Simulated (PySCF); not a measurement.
## Ru²⁺: excitation energy

Ru²⁺ [Kr] 4d6 (5D) → Ru²⁺ [Kr] 4d5 5s1 (7S), as a difference of total energies. Computed with PySCF 2.14 in ANO-RCC-VTZP (7s6p4d2f1g, 68 functions), with scalar relativity by spin-free X2C-1e. Correlated levels: valence: [Kr] frozen. The calculations carry no spin-orbit coupling.

```tsv
method	excitation energy (eV)
UHF	2.766
MP2 (valence)	3.425
SCS-MP2 (valence)	4.041
CCSD (valence)	3.405
CCSD(T) (valence)	3.429
```

**Question.** How much does correlation contribute at CCSD(T) (valence)?

**Answer.** 3.429 − (2.766) = 0.663 eV, measured against UHF.

A first-order spin-orbit estimate (lowest level to lowest level, LS coupling) adds 0.142 eV.

The basis was made for the ground configuration and has no added diffuse functions, so the excitation energy can come out too high.
